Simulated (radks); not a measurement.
Question: Hf+, configuration [Xe] 4f14 5d1 6s2 (the NIST ground configuration). All-electron calculation, Dirac Kohn-Sham, PBEsol, spin-unpolarised, spherical densities, finite nucleus; open shells fill j = l - 1/2 first; Fermi nuclear charge, rms radius 5.347 fm. Program: a radial shooting solver on a logarithmic mesh with Libxc functionals. Some entries of the table are withheld. Estimate them.

orbital,occ.,eigenvalue (hartree),<1/r> (bohr^-1)
1s1/2,2,-2394.690,83.75
2s1/2,2,-409.5897,(1)
2p1/2,2,-391.3201,20.28
2p3/2,4,-347.5480,17.23
3s1/2,2,(2),7.447
3p1/2,2,-85.45024,7.365
3p3/2,4,-76.07108,6.579
3d3/2,4,-62.27972,6.471
3d5/2,6,-60.23326,6.283
4s1/2,2,-19.10768,3.123
4p1/2,2,(3),3.014
4p3/2,4,(4),2.739
4d3/2,4,(5),2.520
4d5/2,6,(6),2.453
5s1/2,2,-2.79513,1.184
5p1/2,2,-1.84824,1.052
5p3/2,4,-1.55848,0.9565
4f5/2,6,-0.99143,1.935
4f7/2,8,-0.92726,1.904
6s1/2,2,-0.43552,0.4063
5d3/2,1,-0.40413,(7)
5d5/2,0,-0.38335,(8)

Answer: 
(1) 2s1/2 <1/r> (bohr^-1): 20.30
(2) 3s1/2 eigenvalue (hartree): -93.57277
(3) 4p1/2 eigenvalue (hartree): -15.77771
(4) 4p3/2 eigenvalue (hartree): -13.62845
(5) 4d3/2 eigenvalue (hartree): -8.14660
(6) 4d5/2 eigenvalue (hartree): -7.75301
(7) 5d3/2 <1/r> (bohr^-1): 0.6124
(8) 5d5/2 <1/r> (bohr^-1): 0.5910
